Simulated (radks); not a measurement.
The numbers below are computed, except where a source is named.
Ru IV, configuration [Kr] 4d4.5 5s0.5 (fractional occupations, a model configuration). Level of theory: scalar-relativistic Kohn-Sham, PBE, spin-unpolarised, spherical densities, finite nucleus; Fermi nuclear charge, rms radius 4.4809 fm (a radial shooting solver on a logarithmic mesh with Libxc functionals).

Unscreened Slater integrals over Kohn-Sham orbitals (cm^-1).

| integral | value |
|---|---|
| F0(5s,5s) | 78731 |
| F0(5s,4d) | 93751 |
| G2(5s,4d) | 16987 |
| F0(5s,4p) | 97477 |
| G1(5s,4p) | 7716.2 |
| F0(5s,4s) | 98572 |
| G0(5s,4s) | 5122.3 |
| F0(4d,4d) | 140080 |
| F2(4d,4d) | 70830 |
| F4(4d,4d) | 46564 |
| F0(4d,4p) | 155990 |
| F2(4d,4p) | 77531 |
| G1(4d,4p) | 97289 |
| G3(4d,4p) | 59649 |
| F0(4d,4s) | 160970 |
| G2(4d,4s) | 71211 |
| F0(4p,4p) | 178950 |
| F2(4p,4p) | 94267 |
| F0(4p,4s) | 186710 |
| G1(4p,4s) | 126930 |
| F0(4s,4s) | 195730 |

Derived for the open shells (J is the average intra-shell exchange parameter used in DFT+U). 4d: Racah B = F2/49 - 5 F4/441 = 917.6 cm^-1, C = 35 F4/441 = 3696 cm^-1, C/B = 4.03, F4/F2 = 0.657, J = (F2 + F4)/14 = 8385 cm^-1.
